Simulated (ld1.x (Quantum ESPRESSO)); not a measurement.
Pseudopotential generation for scandium (Sc): RRKJ, PBE, non-relativistic.

Sc, norm-conserving RRKJ (Kleinman–Bylander form), made with ld1.x (Quantum ESPRESSO) 7.5 (PBE, non-relativistic). Core [Ar], reference 3d1 4s0 4p0 (charge +2). Waves: 4p (bound, empty): rc 2.75 bohr; 3d (bound): rc 2.50 bohr; 4s (bound, empty): rc 2.75 bohr. Local part: the s channel. Core correction: a·sin(br)/r model core inside 2.20 bohr.

All-electron outer shells of the reference configuration (PBE, non-relativistic, ld1.x):

```
shell  level (eV)  outermost node (bohr)  outermost maximum (bohr)
   3p      -48.89                   0.39                      0.97
   3d      -18.03                      –                      1.07
   4s      -15.79                   1.32                      2.77
   4p      -11.73                   1.45                      3.22
```

Results:

```json
{
 "Cutoffs needed": "25 Ry and 30 Ry (the cutoffs (Ry, on a coarse ladder) from which the occupation-weighted sum of valence levels, in a spherical-Bessel basis at the reference potential, stays within 10 and 1 mRy of its value at 400 Ry)",
 "Ghost test": "no extra level below or beside the all-electron valence levels (p, d, s, f tested) (spherical-Bessel basis up to 400 Ry, 20 bohr box)",
 "Largest excitation error": "+331 meV (all-electron minus pseudo) for 3d0 4s2 4p0, out of 7 test configurations"
}
```

Generation and tests took about 0.79 s on one core of a shared server CPU.
